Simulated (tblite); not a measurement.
Isomers of C5H13N3Si. Method: GFN2-xTB as coded in tblite; computed harmonic values from a numerical Hessian at the method's own geometry, unscaled. Against measured fundamentals such values can be off by several per cent, at times by over 20. Modes of hydrogen on silicon can be 10 to 20 % off. One conformer each.

Electronic energies: GFN2-xTB at the same geometries; isomer energies are rough at this level and their order can be wrong.

```csv
SMILES,"electronic energy, lowest = 0 (kcal/mol)"
C#C[SiH2]NC(CN)CN,39.4
C=NC[Si@]1(N)CCN1C,3.4
C/N=C\[C@@H]1CC[Si]1(N)N,0.0
```

Problem. How do GFN2-xTB zero-point energies change the relative energies?

Solution. 
| SMILES | ZPE (kcal/mol) | of it from modes above 1550 cm⁻¹ | electronic (kcal/mol) | with ZPE, lowest = 0 (kcal/mol) | lowest mode (cm⁻¹) | rings |
| --- | --- | --- | --- | --- | --- | --- |
| C/N=C\[C@@H]1CC[Si]1(N)N | 113.5 | 60.8 | 0.0 | 0.0 | 20 | 1 |
| C=NC[Si@]1(N)CCN1C | 113.1 | 59.0 | 3.4 | 3.1 | 19 | 1 |
| C#C[SiH2]NC(CN)CN | 110.7 | 63.7 | 39.4 | 36.7 | 18 | 0 |

The zero-point energies span 2.8 kcal/mol, from `C#C[SiH2]NC(CN)CN` to `C/N=C\[C@@H]1CC[Si]1(N)N`. The order is unchanged.
